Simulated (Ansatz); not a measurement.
triplet Ge: levels of theory in one basis

A single Ge atom.

Basis set: def2-SVP (spherical functions). Frozen core: 9 orbitals. Correlation on ROHF uses semicanonical orbitals with singles. Charge 0, multiplicity 3.

Computed with Ansatz (development build ahead of 0.2.0); each method stands on the lowest determinant of its kind that the runs found.

```json
{"method": "ROHF", "E − E(ROHF) (eV)": "0.00", "<S²> of the determinant": "2.00"}
{"method": "UHF", "E − E(ROHF) (eV)": "-0.10", "<S²> of the determinant": "2.01"}
{"method": "ROHF-MP2", "E − E(ROHF) (eV)": "-4.75", "<S²> of the determinant": "–"}
{"method": "UHF-MP2", "E − E(ROHF) (eV)": "-4.76", "<S²> of the determinant": "2.01"}
{"method": "ROHF-CCSD", "E − E(ROHF) (eV)": "-4.90", "<S²> of the determinant": "–"}
{"method": "UHF-CCSD", "E − E(ROHF) (eV)": "-4.90", "<S²> of the determinant": "2.01"}
{"method": "ROHF-CCSD(T)", "E − E(ROHF) (eV)": "-5.02", "<S²> of the determinant": "–"}
{"method": "UHF-CCSD(T)", "E − E(ROHF) (eV)": "-5.02", "<S²> of the determinant": "2.01"}
```

(1) Is a single determinant a sound starting point here?

## Answers

(1) By this sign, yes. Unrestricted orbitals gain 0.10 eV and <S²> is 2.01 against 2.00 for a pure state.
